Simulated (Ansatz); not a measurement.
Isolated molecules relaxed with PBE0-D4/def2-TZVP in Ansatz; ΔE leaves out vibrations. CCSD(T)/CBS is the MP2 limit (def2-TZVPP, def2-QZVPP) plus CCSD(T) − MP2 in def2-TZVPP, frozen cores. This one scheme is used for every species. DFT in def2-TZVPP. Each species was taken in one conformer, which may not be the lowest.

`S[SiH2]BCl` + CH₃SH → `CS[SiH2]S` + `BCl`  (cleavage of the Si–B bond)

`S[SiH2]BCl`:

Cartesian coordinates in Å:
```
S 1.532 1.323 -0.506
Si 0.603 -0.281 0.589
B -1.331 -0.096 0.084
Cl -1.896 -0.836 -1.389
H 1.125 0.874 -1.706
H 0.888 0.036 2.012
H 1.196 -1.600 0.240
H -2.117 0.579 0.675
```

CH₃SH:

Z-matrix (Å, degrees):
```
C
S 1 1.806
H 1 1.089 2 111.5
H 1 1.089 2 111.5 3 -123.8
H 1 1.090 2 106.2 3 118.1
H 2 1.342 1 97.1 3 61.9
```

`CS[SiH2]S`:

```xyz
10

C    -0.735    1.367   -0.747
S    -1.369   -0.296   -0.385
Si    0.446   -1.291    0.061
S     1.534   -0.410    1.677
H    -0.143    1.742    0.087
H    -1.603    2.010   -0.890
H    -0.138    1.365   -1.659
H     1.415   -1.223   -1.062
H     0.049   -2.690    0.347
H     0.543   -0.574    2.571
```

`BCl`:

Z-matrix (Å, degrees):
```
B
Cl 1 1.733
H 1 1.190 2 118.1
H 1 1.190 2 118.1 3 180.0
```

```
       level  ΔE (kJ/mol)  difference from CCSD(T)/CBS
 LDA (SPW92)        -74.5                          9.8
   revPBE-D4        -78.0                          6.3
     ωB97M-V        -86.4                         -2.1
    PBE-QIDH        -85.6                         -1.3
      revPBE        -72.3                         12.0
        BLYP        -74.4                          9.9
     r2SCANh        -82.9                          1.4
     LC-ωPBE        -79.6                          4.7
 HF/def2-SVP        -83.8                          0.5
HF/CBS(def2)        -85.9                         -1.6
 CCSD(T)/CBS        -84.3                            0
```

Largest T1 diagnostic among the species: 0.013.

At CCSD(T), def2-SVP lies +8.3 kJ/mol from the extrapolated value and def2-TZVPP +2.7 kJ/mol. From BLYP to BHLYP (50 % exact exchange), in def2-TZVPP and without D4, ΔE moves by −8.7 kJ/mol.
